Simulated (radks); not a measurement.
Values are calculated unless marked as measured or tabulated.
Dynamic dipole polarisability and lines of the copper ion Cu17+, [Ne] 3s2. Level of theory: non-relativistic Kohn-Sham, LB94 model potential, spin-unpolarised, spherical densities, point nucleus (a radial shooting solver on a logarithmic mesh with Libxc functionals). Time-dependent linear response with the Hartree and adiabatic LDA kernel, continuum included through the Sternheimer equations. Lines are the poles of the dipole polarisability below minus the highest occupied eigenvalue, found on a grid refined at the orbital gaps; the lowest seven at most are given, and weak or close lines can be missed. The first line takes the name of the lowest orbital gap if no other gap lies below it; otherwise a line is named after a gap within 0.6 % of it, if that gap stands alone.

| photon energy (eV) | alpha (bohr^3) |
|---|---|
| 0 | 0.2054 |
| 10.310 | 0.2148 |
| 51.549 | -1.361 |
| 92.788 | -0.06336 |
| 134.03 | -0.01983 |
| 175.27 | -0.005030 |
| 216.50 | 0.002876 |
| 257.74 | 0.01116 |
| 298.98 | 0.04967 |
| 340.22 | -0.01866 |
| 381.46 | -0.003122 |
| 422.70 | 0.01295 |
| 463.94 | -0.002072 |
| 505.18 | -0.003910 |
| 546.42 | 0.001135 |
| 587.65 | 0.002625 |

Lines (eV, oscillator strength): 48.207 (25.72 nm, 3s-3p), f = 0.617; 312.09 (3.973 nm, 3s-4p), f = 0.529; 432.06 (2.870 nm, 3s-5p), f = 0.156; 494.37 (2.508 nm, 3s-6p), f = 0.0698; 531.01 (2.335 nm, 3s-7p), f = 0.0382; 554.42 (2.236 nm, 3s-8p), f = 0.0234; 570.27 (2.174 nm, unassigned), f = 0.0155. Higher lines, where found, are left out when the end of the mesh affects them. Those listed give 98 % of the static polarisability (sum of f/w^2). Orbital energy gaps for comparison: 3s-3p 38.187 eV; 3s-4p 312.93 eV; 3s-5p 432.42 eV; 3s-6p 494.56 eV; 3s-7p 531.13 eV.
